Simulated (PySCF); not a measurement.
Isomers of CH6B2O. All species are isolated molecules in the gas phase. One relaxed conformer stands for each flexible species; it need not be the lowest. Strings in code marks are SMILES.

The numbers are results of B3LYP-D3(BJ)/def2-TZVP (PySCF 2.14.0), not measurements. B3LYP has the VWN-RPA correlation part, as in Gaussian. Delta-SCF ions had no search for a lower state. Excitations are Tamm–Dancoff values on a coarser integration grid. The basis has no diffuse functions, so Rydberg states are missing or too high.

| species | vertical ionisation energy (Delta-SCF) (eV) | T1 excitation (TDA) (eV) | HOMO–LUMO gap (eV) |
|---|---|---|---|
| `CBBO` (C–B–B–O torsion -95°, B–B–O–H torsion 0°) | 9.81 | 3.68 | ___ |
| `BC(B)O` | 10.51 | 4.38 | 5.76 |
| `BOBC` | 10.75 | ___ | 7.57 |
| `C(BB)O` | 10.04 | ___ | 5.45 |

Task: Complete the blanks.

Result: 
- `CBBO` (C–B–B–O torsion -95°, B–B–O–H torsion 0°), HOMO–LUMO gap (eV): 5.64
- `BOBC`, T1 excitation (TDA) (eV): 5.53
- `C(BB)O`, T1 excitation (TDA) (eV): 4.05
